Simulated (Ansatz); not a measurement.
`[CH3][Bi]([F])[Cl]` + CH₃OH → `C[O][Bi]([F])[Cl]` + CH₄ at 700 K and 1 bar (ligand exchange at a Bi–C bond).

Calculated with Ansatz (gas phase, PBE0-D4/def2-TZVP geometries, no zero-point term in ΔE). CCSD(T)/CBS adds triple-zeta CCSD(T) − MP2 to the extrapolated MP2 energy (def2 sets, frozen cores). This one scheme is used for every species. Elements past krypton have def2 core potentials. For Bi outer-core shells are correlated without core-valence functions, which leaves a few kJ/mol of doubt a bond. Each species was taken in one conformer, which may not be the lowest.

```
             species  CCSD(T)/CBS energy (Eh)  H − E (kJ/mol)  S (J/(mol·K))
`[CH3][Bi]([F])[Cl]`               -813.67105           163.3          446.5
               CH₃OH               -115.61712           170.8          288.5
 `C[O][Bi]([F])[Cl]`               -888.84962           187.0          484.8
                 CH₄                -40.46206           145.9          224.0
```

H − E and S are ideal-gas, rigid-rotor, harmonic terms from PBE0-D4/def2-TZVP, for one conformer and one mirror image of each species. 1 Eh = 2625.50 kJ/mol, R = 8.31446 J/(mol·K).

Question: By hand: ΔE, ΔH, ΔS and ΔG.

Answer: ΔE = (-888.84962) + (-40.46206) − (-813.67105) − (-115.61712) = -0.02351 Eh = -61.7 kJ/mol. Δ(H − E) = 187.0 + 145.9 − 163.3 − 170.8 = -1.2, so ΔH = -62.9 kJ/mol. ΔS = 484.8 + 224.0 − 446.5 − 288.5 = -26.2 J/(mol·K). ΔG = -62.9 − 700 × (-26.2)/1000 = -44.6 kJ/mol.

Question: By hand: the equilibrium constant, and the temperature at which ΔG would vanish if ΔH and ΔS stayed fixed.

Answer: log₁₀ K = −ΔG/(RT ln 10) = 3.3. ΔG = 0 at ΔH/ΔS = 2401 K.

ΔH outweighs TΔS. A doubt of 5 kJ/mol in ΔE shifts log₁₀ K by 0.4 here. Other conformers and mirror images would add mixing entropy, several J/(mol·K) or more a flexible species. These are equilibria of isolated gas molecules and say nothing of rates. Largest T1 diagnostic: 0.015 (customary marks: 0.02 for closed shells, 0.045 for open ones).
